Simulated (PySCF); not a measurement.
A structure optimised at PBE-D3(BJ)/def2-SVP, used in a PySCF frequency run:

```
C
C 1 1.3623
H 2 1.0993 1 122.69
H 1 1.1042 2 123.38 3 0.00
C 1 1.4844 4 119.47 2 180.00
C 5 1.3623 1 117.15 4 180.00
H 6 1.0993 5 122.69 1 180.00
H 5 1.1042 6 123.38 7 0.00
Si 2 1.8835 3 130.85 1 180.00
H 9 1.5066 2 113.92 3 -62.25
H 9 1.5066 10 108.00 2 -127.62
```
Charge 0, spin multiplicity 1.

Write its SMILES, formula and point group.

C1=C[SiH2]C=C1, C4H6Si, C2v

What are its rotational constants (standard atomic weights)?

6.6132, 4.8524, 2.8948 GHz
